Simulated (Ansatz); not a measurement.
Problem. Predict a relaxed structure of Sr₄Te₄, charge 0, singlet, at r2SCAN-D4/def2-SVP (Ansatz).

Solution. 
```
atom   x (Å)   y (Å)   z (Å)
 Sr1  -1.488  -3.297  -0.249
 Sr2  -3.166   1.344   1.288
 Sr3   3.166  -1.343  -1.290
 Sr4   1.489   3.296   0.252
 Te5   3.811   1.556  -0.651
 Te6  -3.707  -1.630   0.987
 Te7   1.286  -3.727  -1.415
 Te8  -1.391   3.801   1.077
```
 This is one stationary point.

In the def2 sets Sr, Te take a core potential; there is no spin–orbit coupling. The structure comes from a short search, and lower isomers may exist.
